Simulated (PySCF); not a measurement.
## Threshold energies of MoCl in a plasma

PBE in PySCF with def2-TZVPPD on every atom (core potentials on Mo), for the lowest determinant that a PBE0 search found; no spin–orbit coupling.

| species | state (unpaired electrons) | Re (Å) | ωe (cm⁻¹) | energy of the minimum from the neutral (eV) | De (eV) | dissociates to |
| --- | --- | --- | --- | --- | --- | --- |
| MoCl | sextet (σ ↑, π ↑↑, δ ↑↑) | 2.275 | 379 | 0.00 | 3.97 | Mo (4d5 5s1) + Cl |
| MoCl⁺ | quintet (π ↑↑, δ ↑↑) | 2.213 | 445 | 8.26 | 3.22 | Mo⁺ (4d5) + Cl |
| MoCl⁻ | septet (σ ↑↑, π ↑↑, δ ↑↑) | 2.499 | 230 | -1.00 | 1.30 | Mo (4d5 5s1) + Cl⁻ |

**Question.** Work out the lowest energy to break MoCl into atoms, from its vibrational ground state.

**Answer.** D0 = De − ωe/2 = 3.97 − 0.02 = 3.95 eV (PBE/def2-TZVPPD).

**Question.** Work out the ionisation energy of the Mo atom at this level and the threshold of dissociative ionisation.

**Answer.** IE(Mo) = 8.26 + 3.22 − 3.97 = 7.51 eV, so Mo⁺ (4d5) + Cl + e⁻ appears at D0 + IE(Mo) = 11.46 eV (PBE/def2-TZVPPD). The measured IE(Mo) is 7.092 eV (NIST ASD).

**Question.** Work out the electron affinity of the Cl atom and the threshold of dissociative attachment.

**Answer.** EA(Cl) = 3.97 − 1.30 − (-1.00) = 3.67 eV, so Mo (4d5 5s1) + Cl⁻ needs D0 − EA(Cl) = 0.28 eV (PBE/def2-TZVPPD). The measured EA(Cl) is 3.613 eV.

**Question.** At which energy does ion-pair formation open?

**Answer.** Mo⁺ + Cl⁻ lies at D0 + IE(Mo) − EA(Cl) = 7.79 eV (PBE/def2-TZVPPD).

These are thermodynamic thresholds; the onsets seen under electron impact lie higher where the geometry changes, and cross-sections peak well above them.

The metal atom is held in its measured ground configuration; semilocal functionals can put another filling of s and d lower by some tenths of an eV, and De to that atom would be smaller. These are scalar-relativistic numbers at best; spin–orbit coupling would shift them, the dissociation energy most. For an ion De counts to the pair picked by the measured ionisation energies or electron affinities, which need not be the lowest pair at this level. The highest Kohn–Sham level is positive in this anion. Much of that is self-interaction error, but it also means that the finite basis helps to hold the extra electron. The state is the lowest single determinant that the PBE0 search found; with open d or f shells the true ground state can be another one.
